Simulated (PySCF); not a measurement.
Highest harmonic wavenumber (cm⁻¹) of eight molecules of H, C, N, O, S and their like: PBE-D3(BJ) beside PBE0-D3(BJ), computed with PySCF for isolated molecules in the bases named; differences from unrounded values. The eight are the first of their class met in an unordered collection, after screening for sound electronic states; none was chosen by its value. Each level has its own optimised geometry.

```json
[
 {"molecule": "CH5N, SMILES CN", "basis": "def2-TZVP", "PBE0-D3(BJ)": "3612", "PBE-D3(BJ)": "3481", "difference": "-131"},
 {"molecule": "H3N, SMILES N", "basis": "def2-TZVPD", "PBE0-D3(BJ)": "3626", "PBE-D3(BJ)": "3498", "difference": "-127"},
 {"molecule": "N-methylmethanimine (C₂H₅N), SMILES C=NC", "basis": "def2-TZVP", "PBE0-D3(BJ)": "3150", "PBE-D3(BJ)": "3057", "difference": "-92"},
 {"molecule": "3-ethylideneoxetane (C5H8O), SMILES CC=C1COC1", "basis": "def2-SVP", "PBE0-D3(BJ)": "3170", "PBE-D3(BJ)": "3076", "difference": "-94"},
 {"molecule": "3-methylsulfanylbuta-1,2-diene (C5H8S), SMILES C=C=C(C)SC", "basis": "def2-SVP", "PBE0-D3(BJ)": "3232", "PBE-D3(BJ)": "3125", "difference": "-107"},
 {"molecule": "2,3-dihydrothiophene (C4H6S), SMILES C1CC=CS1", "basis": "def2-SVP", "PBE0-D3(BJ)": "3252", "PBE-D3(BJ)": "3160", "difference": "-92"},
 {"molecule": "C₅H₄O₂, SMILES O1CC(=O)C1=C=C", "basis": "def2-SVP", "PBE0-D3(BJ)": "3222", "PBE-D3(BJ)": "3112", "difference": "-110"},
 {"molecule": "C₃H₃NO₃S, SMILES N#C/C=C/S(=O)(=O)O", "basis": "def2-SVP", "PBE0-D3(BJ)": "3812", "PBE-D3(BJ)": "3642", "difference": "-171"}
]
```

PBE-D3(BJ) lies below PBE0-D3(BJ) in 8 and above it in 0 of the eight; the mean signed difference is -116 and the largest -171 cm⁻¹.
